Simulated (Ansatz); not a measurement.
Abstraction of F: C2HF3Sn + Ge(CH3)F2 → C2HF2Sn + Ge(CH3)F3

Species: C2HF3Sn `C#[C][Sn]([F])([F])[F]`, singlet; Ge(CH3)F2, doublet; C2HF2Sn `C#[C][Sn]([F])[F]`, doublet; Ge(CH3)F3, singlet. A radical takes F: the energy is the difference in strength between the Sn–F bond broken and the Ge–F bond made.

Shapes, held fixed at every level: PBE0-D4/def2-TZVP. Programs: Ansatz 0.2.0. The zero-point and thermal change to 298 K, harmonic and unscaled (PBE0-D4/def2-TZVP), is +1.6 kJ/mol.

```tsv
level	kind	ΔH(298 K) (kJ/mol)	less CCSD(T)/def2-TZVPP	CPU time (sum over the molecules)
MP2/def2-SVP	perturbation theory	-88.0	-3.5	–
HF/def2-SVP	Hartree–Fock	-94.1	-9.6	–
r2SCAN-D4/def2-TZVPP	meta-GGA	-81.0	+3.5	61 s
BHLYP-D4/def2-TZVPP	global hybrid	-81.8	+2.7	44 s
r2SCAN0-D4/def2-TZVPP	global hybrid	-84.1	+0.4	65 s
wB97M-V/def2-TZVPP	range-separated hybrid	-77.2	+7.3	2.1 min
CCSD(T)/def2-TZVPP	coupled cluster or CI	-84.5	0.0	35 min
```

The highest level, CCSD(T)/def2-TZVPP, gives ΔH(298 K) = -84.5 kJ/mol; the levels span -94.1 to -77.2. The column of differences is taken from that level and isn't an error. No measured value is set beside it here. Open shells run unrestricted. For atoms past krypton def2 sets carry core potentials with scalar relativity. Relativity is left out for Ge. Outer-core shells of Ge, Sn are correlated, in sets that cover them unevenly. Times are processor times on shared x86 and Arm servers, and rough.
